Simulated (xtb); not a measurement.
A run for xtb: GFN-FF on H9PSi2 (a complex), monomers drawn apart or pushed together.

```
$ xtb mol.xyz --gfnff --sp --chrg 0 --uhf 0
12

P     -0.36015277     0.22824267    -0.07538392
H      0.78130393    -0.17925121     0.66057054
H      0.36734412     1.17819255    -0.83874835
H     -0.74946775     1.18355776     0.89774846
Si     0.70990377     0.77079691     4.48334796
Si    -0.77541573    -1.04254306     4.42141450
H      0.05609265     1.99567742     3.96330793
H      1.91121540     0.48801349     3.66204703
H      1.13925538     1.01999273     5.88151906
H     -1.96019722    -0.75793791     5.26707020
H     -0.10837342    -2.26416813     4.93382258
H     -1.23600239    -1.30221859     3.03630905
```

The log:

```
[...]
           -------------------------------------------------
          |                Calculation Setup                |
           -------------------------------------------------



molecular fragmentation (1/2 indicates fragments):
111122222222
# atoms in fragment 1/2:     4     8
 fragment masses (1/2) :       34.00       62.22
CMA distance (Bohr)    :   8.556
constraining FC (au)   :  0.0500

          ==================== Thresholds ====================
          CN  :   150.00000
          rep :   500.00000
          disp:  2500.00000
          HB1 :   250.00000
          HB2 :   450.00000

          Pauling EN used:
          Z : 1  EN :  2.20
          Z :14  EN :  1.90
          Z :15  EN :  2.19
          electric field strengths (au): 0.000

           -------------------------------------------------
          |           Force Field Initialization            |
           -------------------------------------------------

          distances ...
          ----------------------------------------
          generating topology and atomic info file ...
          pair mat ...
          computing topology distances matrix with Floyd-Warshall algo ...
          making topology EEQ charges ...
          #fragments for EEQ constrain: 2
          ----------------------------------------
          generating topology and atomic info file ...
          pair mat ...
          computing topology distances matrix with Floyd-Warshall algo ...
          making topology EEQ charges ...
          rings ...
          # BATM   18
          # H in HB   9

  atom   neighbors  erfCN metchar sp-hybrid imet pi  qest     coordinates
    1  P       3    2.78   0.00         3    0    0  -0.030   -0.680590    0.431316   -0.142455
    2  H       1    0.98   0.00         0    0    0   0.010    1.476450   -0.338736    1.248297
    3  H       1    0.98   0.00         0    0    0   0.010    0.694180    2.226461   -1.585005
    4  H       1    0.98   0.00         0    0    0   0.010   -1.416289    2.236600    1.696499
    5  Si      4    3.42   0.05         3    0    0   0.014    1.341524    1.456595    8.472300
    6  Si      4    3.42   0.05         3    0    0   0.014   -1.465323   -1.970121    8.355262
    7  H       1    0.95   0.01         0    0    0  -0.005    0.106000    3.771284    7.489567
    8  H       1    0.95   0.01         0    0    0  -0.005    3.611674    0.922212    6.920266
    9  H       1    0.95   0.01         0    0    0  -0.005    2.152881    1.927507   11.114460
   10  H       1    0.95   0.01         0    0    0  -0.005   -3.704236   -1.432295    9.953320
   11  H       1    0.95   0.01         0    0    0  -0.005   -0.204796   -4.278658    9.323573
   12  H       1    0.95   0.01         0    0    0  -0.005   -2.335706   -2.460836    5.737793

          #atoms :   12
          #bonds :   10
          #angl  :   15
          #tors  :   9
          #nmol  :   2
          #optfrag :   2
           -------------------------------------------------
          |                   G F N - F F                   |
          |          A general generic force-field          |
          |                  Version 1.0.3                  |
           -------------------------------------------------
          Number of HB bonds (bound hydrogen)     36
          Number of HB bonds (unbound hydrogen)   72
          Number of XB bonds                      0

 E+G (total)                   0 d,  0 h,  0 min,  0.001 sec
 distance/D3 list               ...        0 min,  0.000 sec (  0.366%)
 non bonded repulsion           ...        0 min,  0.000 sec (  8.171%)
 dCN                            ...        0 min,  0.000 sec (  2.195%)
Note: The following floating-point exceptions are signalling: IEEE_UNDERFLOW_FLAG IEEE_DENORMAL
normal termination of xtb
 EEQ energy and q               ...        0 min,  0.000 sec ( 26.268%)
 D3                             ...        0 min,  0.000 sec ( 12.780%)
 EEQ gradient                   ...        0 min,  0.000 sec ( 12.437%)
 bonds                          ...        0 min,  0.000 sec (  4.078%)
 bend and torsion               ...        0 min,  0.000 sec ( 11.089%)
 bonded ATM                     ...        0 min,  0.000 sec (  1.433%)
 HB/XB (incl list setup)        ...        0 min,  0.000 sec ( 19.414%)

         :::::::::::::::::::::::::::::::::::::::::::::::::::::
         ::                     SUMMARY                     ::
         :::::::::::::::::::::::::::::::::::::::::::::::::::::
         :: total energy              -1.008440494091 Eh    ::
         :: gradient norm              0.030704890703 Eh/a0 ::
         ::.................................................::
         :: bond energy               -1.059676929950 Eh    ::
         :: angle energy               0.029055410459 Eh    ::
         :: torsion energy             0.000000026870 Eh    ::
         :: repulsion energy           0.027803653486 Eh    ::
         :: electrostat energy        -0.000213023192 Eh    ::
         :: dispersion energy         -0.005383231377 Eh    ::
         :: HB energy                 -0.000025181340 Eh    ::
         :: XB energy                  0.000000000000 Eh    ::
         :: bonded atm energy         -0.000001219046 Eh    ::
         :: external energy            0.000000000000 Eh    ::
         :: add. restraining           0.000000000000 Eh    ::
         :: total charge              -0.000000000000 e     ::
         :::::::::::::::::::::::::::::::::::::::::::::::::::::

           -------------------------------------------------
          |                Property Printout                |
           -------------------------------------------------

molecular dipole:
                 x           y           z       tot (Debye)
 q only:        0.031       0.031       0.022       0.124

           -------------------------------------------------
          | TOTAL ENERGY               -1.008440494091 Eh   |
          | GRADIENT NORM               0.030704890703 Eh/α |
           -------------------------------------------------
########################################################################
[WARNING] Runtime exception occurred
-1- gfnff_setup: Could not read topology file.
########################################################################

------------------------------------------------------------------------
------------------------------------------------------------------------
 total:
 SCF:
```

The run finished.

Cost: roughly 0.10 core-seconds.
